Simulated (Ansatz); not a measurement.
Al₂Te₄⁻. Total charge -1; doublet. Geometry PBE-D4/def2-SVPD; atoms count from 1.

Cartesian coordinates in Å:
```
Al -0.5867 -1.0879 1.5210
Al 0.4999 -0.0600 -1.2828
Te 0.6496 1.3844 0.9286
Te -1.1262 -1.9969 -0.9311
Te 2.4219 0.7035 -2.5757
Te -1.8585 1.0569 2.3400
```

In the def2 sets Te takes a core potential; there is no spin–orbit coupling. Another isomer (doublet) lies 1.03 eV lower at PBE0-D4/def2-SVP; other spin states weren't run for this one.

Estimate the Mulliken populations from the PBE0/def2-SVP orbitals of Ansatz.


```tsv
atom	charge (e)	spin (α − β)
Al1	0.27	0.70
Al2	0.39	0.00
Te3	-0.24	0.00
Te4	-0.47	0.16
Te5	-0.58	0.01
Te6	-0.37	0.13
```
Mulliken values depend strongly on the basis.

Where does the spin sit?

Summed by element: Al 0.71, Te 0.29, of 1 unpaired in all. Largest on single atoms: Al1 0.70, Te4 0.16, Te6 0.13.

And the Mayer bond orders between heavy atoms (over 0.3)?

Al1–Te3 0.54 (2.83 Å); Al1–Te4 0.89 (2.67 Å); Al1–Te6 0.88 (2.62 Å); Al2–Te3 0.69 (2.65 Å); Al2–Te4 0.99 (2.55 Å); Al2–Te5 1.62 (2.44 Å); Te3–Te6 0.87 (2.90 Å).
